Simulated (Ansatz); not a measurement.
`C[O][GeH2][SeH]` + H₂ → `[GeH3][SeH]` + CH₃OH  (hydrogenolysis of a Ge–O bond)

Gas-phase electronic energies from Ansatz, PBE0-D4/def2-TZVP geometries. CBS: MP2 limit from def2 TZ/QZ plus the TZ coupled-cluster correction, frozen cores. This one scheme is used for every species. DFT in def2-TZVPP. For Ge, Se outer-core shells are correlated without core-valence functions, which leaves a few kJ/mol of doubt a bond. Scalar relativity is left out up to krypton. Each species was taken in one conformer, which may not be the lowest.

```csv
species,r2SCAN energy (Eh)
`C[O][GeH2][SeH]`,-4595.49475
H₂,-1.17128
`[GeH3][SeH]`,-4480.95328
CH₃OH,-115.70575
```

(1) Work out ΔE.

Largest T1 diagnostic among the species: 0.011.

## Answers

(1) ΔE = (-4480.95328) + (-115.70575) − (-4595.49475) − (-1.17128) = 0.00700 Eh = +0.19 eV. CCSD(T)/CBS gives +0.18 eV.

From PBE to PBE0 (25 % exact exchange), in def2-TZVPP and without D4, ΔE moves by −0.05 eV. In def2-TZVPP, CCSD(T) changes the Hartree–Fock value by +0.21 eV (the triples alone add +0.06 eV) and MP2 by +0.29 eV. The D4 term adds +0.12 eV with B3LYP and +0.07 eV with PBE0; it sums over pairs of atoms, weighted by their polarisabilities, and B3LYP, whose exchange is more repulsive, gets the larger term.

B3LYP here is the variant with VWN-RPA as its local correlation; programs differ in this.
